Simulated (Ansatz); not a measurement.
Geometry optimisation, RKS PBE0-D4/def2-SVP (Ansatz 0.2.0).

input.yaml

```yaml
crystal:
  periodic: [false, false, false]
  atoms:
    - { symbol: C, position_ang: [0.54, -1.6317, 0.7866] }
    - { symbol: Si, position_ang: [0.2956, 0.1844, 0.2243] }
    - { symbol: "N", position_ang: [1.3569, 0.5129, -1.17] }
    - { symbol: C, position_ang: [-1.3713, 0.4976, -0.2882] }
    - { symbol: O, position_ang: [-1.9296, -0.159, -1.2203] }
    - { symbol: Te, position_ang: [-2.6058, 1.9578, 0.7214] }
    - { symbol: H, position_ang: [0.2606, -2.2621, -0.0611] }
    - { symbol: H, position_ang: [-0.1478, -1.7664, 1.6239] }
    - { symbol: H, position_ang: [1.5453, -1.7483, 1.1276] }
    - { symbol: H, position_ang: [0.6488, 1.0819, 1.3637] }
    - { symbol: H, position_ang: [2.3488, 0.296, -0.8112] }
    - { symbol: H, position_ang: [1.1758, -0.1793, -1.8798] }
    - { symbol: H, position_ang: [-2.0967, 3.1815, -0.402] }
basis:
  gaussian: { orbitals: def2-SVP }
hamiltonian:
  xc: pbe0
  dispersion: d4
relax:
  f_tol: 0.015
  max_steps: 40
```

Launched with:

```bash
$ ansatz run input.yaml --threads 2 --pin off --max-ram 3072MiB --backend cpu --events-out ev --progress --plain --runs-dir out
```

Problem. Where does it end, and by what steps?

Solution. The run converged. After 23 steps the energy has fallen by 1.278 eV; H13 moved furthest, 1.46 Å.

| step | energy less start (eV) | largest force component (eV/Å) | accepted |
| --- | --- | --- | --- |
| 0 | 0.0000 | 5.142 | yes |
| 1 | -0.6391 | 2.485 | yes |
| 2 | -0.8192 | 0.678 | yes |
| 3 | -0.8655 | 0.463 | yes |
| 4 | -0.9190 | 0.234 | yes |
| 5 | -0.9676 | 0.295 | yes |
| 6 | -1.0149 | 0.373 | yes |
| 7 | -1.0722 | 0.390 | yes |
| 8 | -1.1187 | 0.350 | yes |
| 9 | -1.1723 | 0.212 | yes |
| 10 | -1.2046 | 0.224 | yes |
| 11 | -1.2234 | 0.119 | yes |
| 12 | -1.2012 | 1.398 | no |
| 13 | -1.2396 | 0.213 | yes |
| 14 | -1.2528 | 0.316 | yes |
| 15 | -1.2693 | 0.205 | yes |
| 16 | -1.2660 | 0.254 | no |
| 17 | -1.2737 | 0.066 | yes |
| 18 | -1.2763 | 0.062 | yes |
| 19 | -1.2767 | 0.038 | yes |
| 20 | -1.2768 | 0.038 | yes |
| 21 | -1.2771 | 0.051 | yes |
| 22 | -1.2775 | 0.016 | yes |
| 23 | -1.2776 | 0.008 | yes |

```xyz
13
Properties=species:S:1:pos:R:3
C 0.423 -1.599 0.871
Si 0.345 0.135 0.194
N 1.504 0.347 -1.065
C -1.470 0.317 -0.489
O -1.982 -0.545 -1.137
Te -2.567 2.225 -0.149
H 0.074 -2.311 0.107
H -0.234 -1.704 1.748
H 1.449 -1.865 1.166
H 0.552 1.215 1.201
H 1.678 1.273 -1.439
H 1.590 -0.356 -1.791
H -1.343 2.834 0.799
```

Whether the end is a true minimum wasn't checked by a vibrational analysis.

Time of the run: 4.4 min on 2 threads of Arm Neoverse N1, on a shared host, peak memory 0.42 GiB.
